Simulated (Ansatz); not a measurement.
`C[SiH](O)Cl` + H₂ → `C[SiH2]O` + HCl  (hydrogenolysis of the Si–Cl bond)

Isolated molecules relaxed with PBE0-D4/def2-TZVP in Ansatz; ΔE leaves out vibrations. CCSD(T)/CBS adds triple-zeta CCSD(T) − MP2 to the extrapolated MP2 energy (def2 sets, frozen cores). This one scheme is used for every species. DFT in def2-TZVPP. HSE06 is defined as in plane-wave codes. Each species was taken in one conformer, which may not be the lowest.

| level | ΔE (eV) |
| --- | --- |
| HSE06-D4 | 1.01 |
| BLYP | 0.91 |
| MP2/CBS(def2) | 1.12 |
| CCSD/CBS(def2) | 0.98 |

Question: What does CCSD(T)/CBS give? (Estimate.)

Answer: Computed: +1.01 eV. The listed levels differ from it by 0.00, -0.10, 0.11, -0.03 eV.

Question: What do rigid-rotor, harmonic-oscillator terms from PBE0-D4/def2-TZVP frequencies (298.15 K, 1 bar) make of the CCSD(T)/CBS value? (Estimate.)

Answer: Ansatz gave: ΔZPE = +0.07 eV, ΔH = +1.06 eV, ΔS = 25 J/(mol·K), ΔG = +0.98 eV.

Largest T1 diagnostic among the species: 0.010.

Leaving LDA and LC-ωPBE aside and taking each functional with its dispersion term where it has one, the values, not all of them listed here, spread over 0.10 eV, from CAM-B3LYP-D4 to r2SCAN-D4. LDA lies +0.03 eV from PBE without D4. At CCSD(T), def2-SVP lies −0.17 eV from the extrapolated value and def2-TZVPP −0.06 eV. The D4 term adds +0.09 eV with B3LYP and +0.05 eV with PBE0; it sums over pairs of atoms, weighted by their polarisabilities, and B3LYP, whose exchange is more repulsive, gets the larger term.

B3LYP here is the variant with VWN-RPA as its local correlation; programs differ in this.
